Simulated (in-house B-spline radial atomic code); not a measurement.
How numerical settings move a run on the osmium ion Os³⁺, [Xe] 4f14 5d5. Computed with a B-spline radial code for spherical atoms: Dirac-Kohn-Sham PBE, spherical fractional occupations, Fermi nucleus of rms radius 5.4126 fm.

Command:
```bash
python run_scf.py task.json out
```
Settings of the sound reference run:
```
Z                76
electrons        73
configuration    [Xe] 4f14 5d5
hamiltonian      dirac
method           pbe,pbe
spin_polarised   False
nucleus          fermi
rms_radius       5.4126
mass_number      192
atomic_mass      191.9615
speed_of_light   137.036
knot_spacing     0.22
spline_order     8
gauss_points     12
box_radius       16.22
max_iterations   70
damping          0.5
damped_steps     3
diis_vectors     10
tolerance        1e-08
start            Thomas-Fermi
```

Run time, properties included: 2 s on 1 thread of Intel(R) Xeon(R) Platinum 8375C CPU @ 2.90GHz, on a shared host.

It converges in 9 iterations to -17276.578230 hartree, with 5d5/2 at -34.4531 eV. The other runs change the listed settings, some to values that make no sense; their results aren't properties of the atom or ion. Radii are in bohr (the nuclear one in fm), a minus after a letter asks for a j subshell, and «unchanged» means within 1e-8 hartree. The run stops when the residual is below 10 × tolerance × max(1, Z/10), or a noise floor if that is larger, and the energy moves by less than 1e-8 × √|E| hartree; so very loose and very tight tolerances often act alike.

| changed settings | outcome |
| --- | --- |
| box_radius = 3.24 | converged in 9 iterations, energy +2.71e-01 hartree from the reference, 5d5/2 level +4.0e+00 eV (the program warns: 5d5/2 reaches the box edge; 5s1/2 reaches the box edge) |
| box_radius = 64.88 | converged in 9 iterations, energy unchanged |
| first_knot = 0.00132 | converged in 9 iterations, energy -2.00e-01 hartree from the reference, 5d5/2 level +4.7e-06 eV |
| gauss_points = 6, max_iterations = 60, damping = 0.95 | converged in 10 iterations, energy +1.60e-08 hartree from the reference, 5d5/2 level -3.5e-05 eV |
| first_knot = 0.000132 | converged in 9 iterations, energy +1.37e-05 hartree from the reference |
| method = tpss,tpss | stopped with error: meta-GGAs are not served with the Dirac Hamiltonian |
| first_knot = 1.32e-05 | converged in 9 iterations, energy +1.77e-07 hartree from the reference |
| box_radius = 4.87 | converged in 9 iterations, energy +5.79e-03 hartree from the reference, 5d5/2 level +1.8e-01 eV (the program warns: 5d5/2 reaches the box edge; 5p1/2 reaches the box edge) |
| damping = 0 | converged in 9 iterations, energy unchanged, 5d5/2 level +4.9e-06 eV |
| first_knot = 1.32e-06 | converged in 9 iterations, energy -2.99e-06 hartree from the reference, 5d5/2 level +4.5e-07 eV |
| first_knot = 0.0395 | converged in 9 iterations, energy +9.05e+01 hartree from the reference, 5d5/2 level -1.8e-01 eV |
| box_radius = 0.97 | converged in 8 iterations, energy +2.40e+02 hartree from the reference, 5d5/2 level +6.6e+02 eV (the program warns: 5d5/2 has a positive eigenvalue: unbound, held by the box; 4d3/2 has a positive eigenvalue: unbound, held by the box) |
| knot_spacing = 0.55, box_radius = 2.43, max_iterations = 60, damped_steps = 8, tolerance = 1e-06 | converged in 10 iterations, energy +2.14e+00 hartree from the reference, 5d5/2 level +1.8e+01 eV (the program warns: 5d5/2 reaches the box edge; 4d3/2 reaches the box edge) |
| box_radius = 2.43 | converged in 9 iterations, energy +1.97e+00 hartree from the reference, 5d5/2 level +1.8e+01 eV (the program warns: 5d5/2 reaches the box edge; 4d3/2 reaches the box edge) |
| first_knot = 0.00395 | converged in 9 iterations, energy -1.50e+00 hartree from the reference, 5d5/2 level -4.2e-04 eV |
| damping = 0.8 | converged in 10 iterations, energy unchanged, 5d5/2 level -2.7e-05 eV |
| box_radius = 1.62 | converged in 9 iterations, energy +2.09e+01 hartree from the reference, 5d5/2 level +1.0e+02 eV (the program warns: 5d5/2 has a positive eigenvalue: unbound, held by the box; 5d3/2 has a positive eigenvalue: unbound, held by the box) |
| first_knot = 0.0132 | converged in 9 iterations, energy +8.24e+00 hartree from the reference, 5d5/2 level -1.5e-02 eV |

**Question.** What happens with gauss_points = 4, box_radius = 32.44, max_iterations = 75, diis_vectors = 0?

**Answer.** Converged in 16 iterations, energy +1.75e-05 hartree from the reference, 5d5/2 level -1.0e-05 eV.

**Question.** What happens with spline_order = 7, first_knot = 0.00395, max_iterations = 60, damping = 0?

**Answer.** Converged in 9 iterations, energy -1.13e+00 hartree from the reference, 5d5/2 level -1.1e-03 eV.

**Question.** What happens with electrons = 76, configuration = [Xe] 4f14 5d5 6s3, max_iterations = 50?

**Answer.** Stopped with error: shell 6s holds at most 2 electrons.

**Question.** What happens with spline_order = 5, max_iterations = 8, damping = 0.95?

**Answer.** Not converged after 8 iterations, last residual 3.7e-04, last energy +4.73e-04 hartree from the reference.
